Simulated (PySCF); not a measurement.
## A small calculation by hand: oscillator strength and radiative lifetime

C4H9FSi, SMILES CC/C=C(\F)[SiH3].

The structure is a stationary point at PBE0-D3(BJ)/def2-SVP. The structure was generated by enumeration; whether it is a known compound was not checked. Other conformers were not sampled.

TDA-PBE0/def2-SVPD (PySCF) puts the first singlet state with f over 0.02 at 6.99 eV (vertical), with the transition dipole (1.830, 0.457, 0.211) in atomic units.

Q: Find the oscillator strength, the wavelength and the radiative lifetime that this transition would have in vacuum if emission retraced absorption.

A: 
|μ|² = 3.6023 au, so |μ| = 4.82 D. ΔE = 6.99/27.211 = 0.2569 hartree. f = (2/3) ΔE |μ|² = 0.617 (the program prints 0.616).
λ = 1239.84/6.99 = 177 nm; ν = 56378 cm⁻¹.
Einstein's coefficient A = 0.6670 ν² f s⁻¹ (ν in cm⁻¹) = 1.3e9 s⁻¹, so τ = 1/A = 0.76 ns. This state is S2; the lower singlet has f = 0.015. The figure is the radiative limit of this one transition; relaxation, internal conversion, crossing to triplets and a medium change what is measured.
